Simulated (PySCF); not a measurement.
C4H6OSe, SMILES [SeH][C@@H]1COC1=C. Atoms are numbered in the order given.

```xyz
12

C      2.4791     0.0547     0.0415
C      1.3648    -0.6648    -0.0521
O      1.1103    -1.9220     0.4244
C     -0.2572    -1.8642    -0.0132
C     -0.0144    -0.4769    -0.6290
Se    -0.9580     1.0716     0.0822
H      2.5097     1.0553    -0.3897
H      3.3597    -0.3429     0.5477
H     -0.4941    -2.6719    -0.7238
H     -0.9576    -1.8827     0.8357
H     -0.0446    -0.4438    -1.7265
H     -2.1167     0.9365    -0.8170
```
Charge 0, spin multiplicity 1.

Geometry optimised at PBE0-D3(BJ)/def2-SVP. The structure was generated by enumeration; whether it is a known compound was not checked. Other conformers were not sampled.

Computed with PySCF 2.14.0 with TDA-PBE/def2-SVPD.

Vertical excitations. Isolated molecule, no solvent.

Computed UV-visible absorptions:
```json
[
 {"state": "S1", "energy (eV)": "4.40", "λ (nm)": "282", "f": "0.001", "main pairs": "HOMO→LUMO 58 %, HOMO→LUMO+1 40 %"},
 {"state": "S2", "energy (eV)": "4.63", "λ (nm)": "268", "f": "0.001", "main pairs": "HOMO−1→LUMO 94 %"},
 {"state": "S3", "energy (eV)": "4.80", "λ (nm)": "258", "f": "0.015", "main pairs": "HOMO−1→LUMO+1 92 %"},
 {"state": "S4", "energy (eV)": "4.98", "λ (nm)": "249", "f": "0.067", "main pairs": "HOMO→LUMO+1 41 %, HOMO→LUMO 24 %, HOMO→LUMO+2 19 %"},
 {"state": "S5", "energy (eV)": "5.73", "λ (nm)": "216", "f": "0.009", "main pairs": "HOMO−1→LUMO+2 69 %, HOMO→LUMO+2 22 %"},
 {"state": "S6", "energy (eV)": "5.81", "λ (nm)": "213", "f": "0.021", "main pairs": "HOMO→LUMO+4 35 %, HOMO→LUMO+2 26 %, HOMO−1→LUMO+2 25 %, HOMO→LUMO+3 6 %"},
 {"state": "S7", "energy (eV)": "5.91", "λ (nm)": "210", "f": "0.004", "main pairs": "HOMO→LUMO+3 84 %, HOMO→LUMO+4 15 %"},
 {"state": "S8", "energy (eV)": "6.05", "λ (nm)": "205", "f": "0.014", "main pairs": "HOMO−1→LUMO+3 62 %, HOMO→LUMO+4 15 %, HOMO→LUMO+5 10 %"},
 {"state": "S9", "energy (eV)": "6.11", "λ (nm)": "203", "f": "0.013", "main pairs": "HOMO→LUMO+5 33 %, HOMO−1→LUMO+3 31 %, HOMO→LUMO+4 16 %"},
 {"state": "S10", "energy (eV)": "6.20", "λ (nm)": "200", "f": "0.036", "main pairs": "HOMO−1→LUMO+4 88 %"},
 {"state": "T1", "energy (eV)": "3.82", "λ (nm)": "325", "f": "0", "main pairs": "HOMO→LUMO 75 %, HOMO→LUMO+1 18 %"},
 {"state": "T2", "energy (eV)": "4.17", "λ (nm)": "297", "f": "0", "main pairs": "HOMO−1→LUMO 91 %"},
 {"state": "T3", "energy (eV)": "4.39", "λ (nm)": "282", "f": "0", "main pairs": "HOMO→LUMO+1 76 %, HOMO→LUMO 17 %"},
 {"state": "T4", "energy (eV)": "4.52", "λ (nm)": "274", "f": "0", "main pairs": "HOMO−1→LUMO+1 96 %"}
]
```
Triplets are in the Tamm–Dancoff approximation.
